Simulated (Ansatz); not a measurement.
Frontier orbitals of C2H6B2O2.

```xyz
12

B    -1.4875    1.0134    0.3699
B     0.0249    1.6244    0.7027
O     0.9499    0.5923    0.2995
C     0.2865   -0.4371   -0.1757
C     1.0708   -1.5988   -0.6423
O    -0.9493   -0.4001   -0.2169
H    -2.1202    1.5203   -0.5281
H    -2.1995    0.7279    1.3057
H     0.5759    2.5851    1.1440
H     1.6865   -1.9691    0.1800
H     0.4109   -2.3818   -1.0054
H     1.7511   -1.2766   -1.4336
```

Total charge 0; spin multiplicity 1. The bonds changed during the relaxation, so this is another structure than the one it started from. All single points use the PBE0-D4/def2-TZVP geometry. It is one conformer, not always the lowest. Basis def2-TZVPP, the Gaussian-basis code of Ansatz.

| functional | HOMO (eV) | LUMO (eV) | gap (eV) |
| --- | --- | --- | --- |
| PBE | -6.16 | -2.59 | 3.57 |
| r2SCAN | -6.42 | -2.32 | 4.10 |
| PBE0 | -7.51 | -1.55 | 5.96 |
| r2SCANh | -6.92 | -1.95 | 4.97 |
| BHLYP | -8.83 | -0.37 | 8.46 |
| ωB97M-V | -9.81 | 0.60 | 10.41 |
| HF | -10.83 | 2.44 | 13.27 |

From PBE to PBE0 the HOMO moves by −1.35 eV and the LUMO by +1.04 eV, and with ωB97M-V by −3.65 and +3.18 eV, so the gap grows from 3.57 to 10.41 eV with exact exchange. A positive LUMO is unbound and depends on the basis.
